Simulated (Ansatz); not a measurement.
`C[O][InH2]` + H–F → `[F][InH2]` + CH₃OH at 700 K and 1 bar (ligand exchange at the In–O bond).

Program: Ansatz. Geometries: PBE0-D4/def2-TZVP. ΔE: electronic, gas phase. CCSD(T)/CBS is the MP2 limit (def2-TZVPP, def2-QZVPP) plus CCSD(T) − MP2 in def2-TZVPP, frozen cores. This one scheme is used for every species. Elements past krypton have def2 core potentials. For In outer-core shells are correlated without core-valence functions, which leaves a few kJ/mol of doubt a bond.

```
     species  CCSD(T)/CBS energy (Eh)  H − E (kJ/mol)  S (J/(mol·K))
`C[O][InH2]`               -306.01914           198.3          404.9
         H–F               -100.39570            45.2          198.5
 `[F][InH2]`               -290.81142            72.4          317.2
       CH₃OH               -115.61712           170.8          288.5
```

H − E and S are ideal-gas, rigid-rotor, harmonic terms from PBE0-D4/def2-TZVP. 1 Eh = 2625.50 kJ/mol, R = 8.31446 J/(mol·K).

Task: By hand: ΔE, ΔH, ΔS and ΔG.

Result: ΔE = (-290.81142) + (-115.61712) − (-306.01914) − (-100.39570) = -0.01370 Eh = -36.0 kJ/mol. Δ(H − E) = 72.4 + 170.8 − 198.3 − 45.2 = -0.3, so ΔH = -36.3 kJ/mol. ΔS = 317.2 + 288.5 − 404.9 − 198.5 = 2.3 J/(mol·K). ΔG = -36.3 − 700 × (2.3)/1000 = -37.9 kJ/mol.

Task: By hand: the equilibrium constant, and the temperature at which ΔG would vanish if ΔH and ΔS stayed fixed.

Result: log₁₀ K = −ΔG/(RT ln 10) = 2.8. ΔH and −TΔS have one sign here, so there is no such temperature.

The number of gas molecules stays the same, so ΔS is small and ΔH decides. A doubt of 5 kJ/mol in ΔE shifts log₁₀ K by 0.4 here. These are equilibria of isolated gas molecules and say nothing of rates. Largest T1 diagnostic: 0.017 (customary marks: 0.02 for closed shells, 0.045 for open ones).

ΔS is within the doubt of such terms, so its sign, and with it that verdict, could turn.
